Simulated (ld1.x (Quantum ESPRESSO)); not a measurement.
ruthenium TM: all-electron and pseudo phase curves

ruthenium, norm-conserving Troullier–Martins (Kleinman–Bylander form), made with ld1.x (Quantum ESPRESSO) 7.5 (PBE, scalar-relativistic). Core [Ar] 3d10, reference 4s2 4p6 4d6 5s0 5p0 (charge +2). Waves: 4s (bound): rc 1.45 bohr; 4d (bound): rc 1.30 bohr; 4p (bound): rc 1.75 bohr. Local part: the p channel. Core correction: none.

The phase is arctan(r·u′/u) with u = r·R(r), unwrapped; energies in Ry, scanned from -9 to 5 Ry. A pole is an energy at which the radial function vanishes at the test radius. The pseudo phase is shifted by a multiple of π to meet the all-electron one at the reference energy, and phase errors are pseudo minus all-electron; the curves can meet again beyond the range given. Levels narrower than the energy grid can be missing from the lists of poles.

Problem. For each channel, where are the poles, and over which energies does the pseudopotential scatter like the atom?

Solution.

```tsv
channel	radius (bohr)	reference energy (Ry)	poles, all-electron	poles, pseudo	unbroken range about the reference energy with phases within 0.05 rad	phase error 1 Ry above the reference energy (rad)
s	1.91	-7.09	-6.76	-6.76	below -1.9	-0.002
p	1.91	-4.88	-4.30	-4.30	below -0.6	-0.003
d	1.91	-1.77	-0.37	-0.40	below 2.3	-0.004
```

Phases in the d channel:

```json
{"E (Ry)": "-9.00", "all-electron": "1.374", "pseudo": "1.373"}
{"E (Ry)": "-8.76", "all-electron": "1.371", "pseudo": "1.370"}
{"E (Ry)": "-8.52", "all-electron": "1.367", "pseudo": "1.366"}
{"E (Ry)": "-8.28", "all-electron": "1.363", "pseudo": "1.362"}
{"E (Ry)": "-8.04", "all-electron": "1.359", "pseudo": "1.358"}
{"E (Ry)": "-7.80", "all-electron": "1.354", "pseudo": "1.353"}
{"E (Ry)": "-7.56", "all-electron": "1.349", "pseudo": "1.348"}
{"E (Ry)": "-7.32", "all-electron": "1.344", "pseudo": "1.343"}
{"E (Ry)": "-7.08", "all-electron": "1.338", "pseudo": "1.337"}
{"E (Ry)": "-6.84", "all-electron": "1.332", "pseudo": "1.331"}
{"E (Ry)": "-6.60", "all-electron": "1.325", "pseudo": "1.324"}
{"E (Ry)": "-6.36", "all-electron": "1.318", "pseudo": "1.317"}
{"E (Ry)": "-6.12", "all-electron": "1.310", "pseudo": "1.309"}
{"E (Ry)": "-5.88", "all-electron": "1.301", "pseudo": "1.300"}
{"E (Ry)": "-5.64", "all-electron": "1.292", "pseudo": "1.290"}
{"E (Ry)": "-5.40", "all-electron": "1.280", "pseudo": "1.279"}
{"E (Ry)": "-5.16", "all-electron": "1.268", "pseudo": "1.266"}
{"E (Ry)": "-4.92", "all-electron": "1.253", "pseudo": "1.251"}
{"E (Ry)": "-4.68", "all-electron": "1.236", "pseudo": "1.234"}
{"E (Ry)": "-4.44", "all-electron": "1.217", "pseudo": "1.214"}
{"E (Ry)": "-4.20", "all-electron": "1.193", "pseudo": "1.190"}
{"E (Ry)": "-3.96", "all-electron": "1.163", "pseudo": "1.160"}
{"E (Ry)": "-3.72", "all-electron": "1.126", "pseudo": "1.123"}
{"E (Ry)": "-3.48", "all-electron": "1.077", "pseudo": "1.073"}
{"E (Ry)": "-3.24", "all-electron": "1.011", "pseudo": "1.006"}
{"E (Ry)": "-3.00", "all-electron": "0.914", "pseudo": "0.908"}
{"E (Ry)": "-2.76", "all-electron": "0.763", "pseudo": "0.757"}
{"E (Ry)": "-2.52", "all-electron": "0.511", "pseudo": "0.505"}
{"E (Ry)": "-2.28", "all-electron": "0.089", "pseudo": "0.084"}
{"E (Ry)": "-2.04", "all-electron": "-0.456", "pseudo": "-0.457"}
{"E (Ry)": "-1.80", "all-electron": "-0.889", "pseudo": "-0.889"}
{"E (Ry)": "-1.56", "all-electron": "-1.149", "pseudo": "-1.150"}
{"E (Ry)": "-1.32", "all-electron": "-1.306", "pseudo": "-1.307"}
{"E (Ry)": "-1.08", "all-electron": "-1.407", "pseudo": "-1.409"}
{"E (Ry)": "-0.84", "all-electron": "-1.478", "pseudo": "-1.481"}
{"E (Ry)": "-0.60", "all-electron": "-1.530", "pseudo": "-1.535"}
{"E (Ry)": "-0.36", "all-electron": "-1.572", "pseudo": "-1.578"}
{"E (Ry)": "-0.12", "all-electron": "-1.606", "pseudo": "-1.614"}
{"E (Ry)": "0.12", "all-electron": "-1.636", "pseudo": "-1.645"}
{"E (Ry)": "0.36", "all-electron": "-1.662", "pseudo": "-1.673"}
{"E (Ry)": "0.60", "all-electron": "-1.687", "pseudo": "-1.699"}
{"E (Ry)": "0.84", "all-electron": "-1.709", "pseudo": "-1.724"}
{"E (Ry)": "1.08", "all-electron": "-1.732", "pseudo": "-1.750"}
{"E (Ry)": "1.32", "all-electron": "-1.754", "pseudo": "-1.776"}
{"E (Ry)": "1.56", "all-electron": "-1.777", "pseudo": "-1.803"}
{"E (Ry)": "1.80", "all-electron": "-1.801", "pseudo": "-1.833"}
{"E (Ry)": "2.04", "all-electron": "-1.827", "pseudo": "-1.866"}
{"E (Ry)": "2.28", "all-electron": "-1.855", "pseudo": "-1.904"}
{"E (Ry)": "2.52", "all-electron": "-1.886", "pseudo": "-1.949"}
{"E (Ry)": "2.76", "all-electron": "-1.922", "pseudo": "-2.003"}
{"E (Ry)": "3.00", "all-electron": "-1.964", "pseudo": "-2.070"}
{"E (Ry)": "3.24", "all-electron": "-2.015", "pseudo": "-2.157"}
{"E (Ry)": "3.48", "all-electron": "-2.077", "pseudo": "-2.273"}
{"E (Ry)": "3.72", "all-electron": "-2.155", "pseudo": "-2.433"}
{"E (Ry)": "3.96", "all-electron": "-2.256", "pseudo": "-2.653"}
{"E (Ry)": "4.20", "all-electron": "-2.389", "pseudo": "-2.944"}
{"E (Ry)": "4.44", "all-electron": "-2.567", "pseudo": "-3.279"}
{"E (Ry)": "4.68", "all-electron": "-2.802", "pseudo": "-3.596"}
{"E (Ry)": "4.92", "all-electron": "-3.088", "pseudo": "-3.848"}
```
